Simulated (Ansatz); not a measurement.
`F/C=C/C(F)=C\F` + HI → `F/C=C\I` + `F/C=C/F`  (substitution at a C–C bond)

Isolated molecules relaxed with PBE0-D4/def2-TZVP in Ansatz; ΔE leaves out vibrations. CCSD(T)/CBS is the MP2 limit (def2-TZVPP, def2-QZVPP) plus CCSD(T) − MP2 in def2-TZVPP, frozen cores. Double bonds are as drawn, so ΔE can hold a change between cis and trans. DFT in def2-TZVPP. B3LYP here is the variant with VWN-RPA as its local correlation; programs differ in this. Elements past krypton have def2 core potentials. For I outer-core shells are correlated without core-valence functions, which leaves a few kJ/mol of doubt a bond. One conformer a species, not always the lowest.

| level | ΔE (kJ/mol) |
| --- | --- |
| ωB97M-V | 48.9 |
| B3LYP | 51.5 |
| HF/def2-TZVPP | 52.3 |
| SCS-MP2/def2-QZVPP | 40.6 |

(1) What does CCSD(T)/CBS give? (An estimate is asked.)

Largest T1 diagnostic among the species: 0.013.

## Answers

(1) Ansatz gave: +43.7 kJ/mol. The listed levels differ from it by 5.2, 7.8, 8.6, -3.1 kJ/mol.

In def2-TZVPP, CCSD(T) changes the Hartree–Fock value by −4.3 kJ/mol (the triples alone add −0.3 kJ/mol) and MP2 by −7.6 kJ/mol.

CCSD(T)/CBS has its own doubt, a few kJ/mol and more with outer-core shells, so smaller differences from it don't rank the levels.
